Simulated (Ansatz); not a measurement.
`C[SiH](N)Cl`, charge 0, multiplicity 1.

Question: Give a relaxed structure at PBE0-D4/def2-TZVP (Ansatz 0.2.0). (Estimate.)

Answer: Ansatz gave: 
Z-matrix (Å, degrees):
```
C
Si 1 1.853
H 1 1.092 2 110.6
H 1 1.092 2 110.4 3 120.5
H 1 1.093 2 110.6 3 -119.3
N 2 1.706 1 110.0 3 179.0
Cl 2 2.081 1 106.9 3 55.1
H 2 1.480 1 113.9 3 -60.4
H 6 1.008 2 119.7 1 169.1
H 6 1.008 2 120.0 1 -47.8
```
This is one stationary point; other conformers may exist.
